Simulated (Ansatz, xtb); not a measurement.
**Isomers of C2H3Sb in order of energy**

5 gas-phase structures of C2H3Sb, found in a search over its isomers (lower ones may exist). Each was relaxed with GFN2-xTB:

A. `C=[C]=[SbH]`, a singlet
B. `C#[C][SbH2]`, a singlet
C. `[CH]1=[Sb][CH2]1`, a singlet
D. `[CH]1=[CH][SbH]1`, a singlet
E. `C[C]#[Sb]`, a singlet

Q: Which do you expect lowest at r2SCAN-D4/def2-SVP//GFN2-xTB, and how would the others follow?

A: Calculated order at r2SCAN-D4/def2-SVP//GFN2-xTB: E (0.0), A (11.5), D (12.0), C (15.3), B (18.8) kcal/mol. Less than 1 kcal/mol parts A and D, so the order within that pair means little.

Energies above the lowest of each column, in kcal/mol; the last columns are at r2SCAN-D4/def2-SVP geometries (a dash: not run or not comparable):

| structure | GFN2-xTB | HF/STO-3G | r2SCAN-D4/def2-SVP//GFN2-xTB | r2SCAN-D4/def2-SVP | CCSD(T)/def2-TZVPP |
| --- | --- | --- | --- | --- | --- |
| E | 0.0 | 7.5 | 0.0 | 0.0 | 0.0 |
| A | 14.1 | 18.3 | 11.5 | 10.9 | 13.0 |
| D | 17.9 | 15.4 | 12.0 | 11.2 | 13.7 |
| C | 9.7 | 27.9 | 15.3 | 11.7 | – |
| B | 13.9 | 0.0 | 18.8 | 17.6 | – |

CCSD(T)/def2-TZVPP puts E lowest of those it was run on; HF/STO-3G picks B. Frequencies (r2SCAN-D4/def2-SVP) were run for A, D, E alone. Atoms past krypton carry core potentials in the def2 sets, without spin–orbit terms.

Over these structures GFN2-xTB departs from r2SCAN-D4/def2-SVP//GFN2-xTB by 3.9 kcal/mol on average once a common shift is removed. A GFN2-xTB relaxation took about 0.066 s and the r2SCAN-D4/def2-SVP//GFN2-xTB energy about 0.82 s on a shared host (Ansatz 0.2.0, xtb 6.7.1).
